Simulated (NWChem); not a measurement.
CF3NOSn; SMILES [F][Sn]([N]=C=O)([F])[F]

```xyz
7

O      0.0955     3.6645    -0.0199
C     -0.2069     2.5451     0.0368
N     -0.6020     1.4013     0.1108
Sn    -0.0066    -0.4768     0.0016
F      0.5593    -0.9338    -1.7612
F     -1.4440    -1.6323     0.4688
F      1.4428    -0.8288     1.1906
```
Atoms are numbered in this order, from 1.

All runs: NWChem. All runs use the structure optimised with PBE0/def2-SVP (def2 core potentials past Kr). No frequency run checked for a minimum.

Problem. What does the run give for PBE0/STO-3G (all-electron, non-relativistic)? Quantities: highest occupied level (eV); orbital gap (eV); dipole (D).

Solution. highest occupied level (eV): -5.07
orbital gap (eV): 7.94
dipole (D): 1.60
